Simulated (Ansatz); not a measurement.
Input for Ansatz (a first-principles code): R-PBE0/def2-TZVPP on TaF, 2S+1 = 1, a spin state set in the input, which need not be the lowest. Elements past Kr take the def2 small-core potentials; no spin–orbit coupling.

Ansatz 0.2 input:
```yaml
crystal:
  periodic: [false, false, false]
  atoms:
    - {symbol: Ta, position_ang: [0.00000000, 0.00000000, 0.00000000]}
    - {symbol: F, position_ang: [0.00000000, 0.00000000, 2.15600000]}
basis:
  gaussian:
    orbitals: def2-TZVPP
hamiltonian:
  xc: {name: PBE0}
relax: {f_tol: 0.002, max_steps: 120}
```

The log:

```
WARN ansatz: RAYON_NUM_THREADS=2 ignored (pool sized by the plan → 2); use --threads N
Functional definition: PBE0
integrals: 0.02 GiB planned
564 factors; their error is unknown
mean field: 0.21 GiB planned
mean field evaluation 1: about -4259.3792 eV, gradient 4.0e1 eV
mean field evaluation 2: about -4129.6656 eV, gradient 2.7e2 eV
mean field evaluation 4: about -4262.2766 eV, gradient 5.9e0 eV
mean field evaluation 8: about -4262.3556 eV, gradient 1.1e-1 eV
mean field evaluation 16: about -4262.3654 eV, gradient 3.8e-4 eV
mean field evaluation 32: about -4260.8979 eV, gradient 1.3e1 eV
mean field -4262.36535703 eV, -156.6390377358 hartree, gradient 2.1e-5 eV, S^2 0.000000; 2 other end points of the search recorded, 0 dependent functions left out
the calculation of the forces begins
reference -4262.36538399 eV, -156.6390387264 hartree; 11, 11 occupied and 76, 76 virtual orbitals, 564 factors
relax step   1: F+E_penalty+E_count = -4262.36535703 eV  Δ(F+E_penalty+E_count) = +0.000e0 eV  max|allowed force component| = 5.195e0 eV/Å  Δτ_max = 0.0000 Å  (88 SCF iters, accepted)
these checks for a lower state are left out or cut short: starts, cluster_reference, orbital_swaps, neighbouring_geometries, increment
integrals: 0.02 GiB planned
564 factors; their error is unknown
mean field: 0.21 GiB planned
mean field -4263.63777056 eV, -156.6857980707 hartree, gradient 1.7e-5 eV, S^2 0.000000; 0 other end points of the search recorded, 0 dependent functions left out
the calculation of the forces begins
reference -4263.63779641 eV, -156.6857990205 hartree; 11, 11 occupied and 76, 76 virtual orbitals, 564 factors
relax step   2: F+E_penalty+E_count = -4263.63777056 eV  Δ(F+E_penalty+E_count) = -1.272e0 eV  max|allowed force component| = 1.134e0 eV/Å  Δτ_max = 0.1950 Å  (45 SCF iters, accepted)
these checks for a lower state are left out or cut short: starts, cluster_reference, orbital_swaps, neighbouring_geometries, increment
integrals: 0.02 GiB planned
564 factors; their error is unknown
mean field: 0.21 GiB planned
mean field -4263.65120133 eV, -156.6862916424 hartree, gradient 1.1e-5 eV, S^2 0.000000; 0 other end points of the search recorded, 0 dependent functions left out
the calculation of the forces begins
reference -4263.65122753 eV, -156.6862926053 hartree; 11, 11 occupied and 76, 76 virtual orbitals, 564 factors
relax step   3: F+E_penalty+E_count = -4263.65120133 eV  Δ(F+E_penalty+E_count) = -1.343e-2 eV  max|allowed force component| = 4.292e-1 eV/Å  Δτ_max = 0.0208 Å  (35 SCF iters, accepted)
these checks for a lower state are left out or cut short: starts, cluster_reference, orbital_swaps, neighbouring_geometries, increment
integrals: 0.02 GiB planned
564 factors; their error is unknown
mean field: 0.21 GiB planned
mean field -4263.65387967 eV, -156.6863900694 hartree, gradient 1.9e-5 eV, S^2 0.000000; 0 other end points of the search recorded, 0 dependent functions left out
the calculation of the forces begins
reference -4263.65390577 eV, -156.6863910287 hartree; 11, 11 occupied and 76, 76 virtual orbitals, 564 factors
relax step   4: F+E_penalty+E_count = -4263.65387967 eV  Δ(F+E_penalty+E_count) = -2.678e-3 eV  max|allowed force component| = 5.817e-3 eV/Å  Δτ_max = 0.0061 Å  (36 SCF iters, accepted)
these checks for a lower state are left out or cut short: starts, cluster_reference, orbital_swaps, neighbouring_geometries, increment
integrals: 0.02 GiB planned
564 factors; their error is unknown
mean field: 0.21 GiB planned
mean field evaluation 64: about -4263.6430 eV, gradient 1.5e-1 eV
mean field -4263.65388014 eV, -156.6863900867 hartree, gradient 1.8e-5 eV, S^2 0.000000; 0 other end points of the search recorded, 0 dependent functions left out
the calculation of the forces begins
reference -4263.65390624 eV, -156.6863910460 hartree; 11, 11 occupied and 76, 76 virtual orbitals, 564 factors
relax step   5: F+E_penalty+E_count = -4263.65388014 eV  Δ(F+E_penalty+E_count) = -4.709e-7 eV  max|allowed force component| = 7.570e-5 eV/Å  Δτ_max = 0.0001 Å  (38 SCF iters, accepted)
integrals: 0.02 GiB planned
564 factors; their error is unknown
mean field: 0.21 GiB planned
mean field -4263.65388014 eV, -156.6863900867 hartree, gradient 2.1e-5 eV, S^2 0.000000; 2 other end points of the search recorded, 0 dependent functions left out
the calculation of the forces begins
reference -4263.65390624 eV, -156.6863910460 hartree; 11, 11 occupied and 76, 76 virtual orbitals, 564 factors
Total energy: -4263.65390624 eV, -156.6863910460 hartree
Atom 0 at    -0.000000     0.000000     0.180420 Å, force    -0.000000     0.000000    -0.000076 eV/Å
Atom 1 at     0.000000    -0.000000     1.975580 Å, force     0.000000    -0.000000     0.000076 eV/Å
Dipole moment:    -0.000000    -0.000000    -0.301991 e Å
```

Self-consistency was reached.

Cost: about 7 core-seconds (a rough figure).
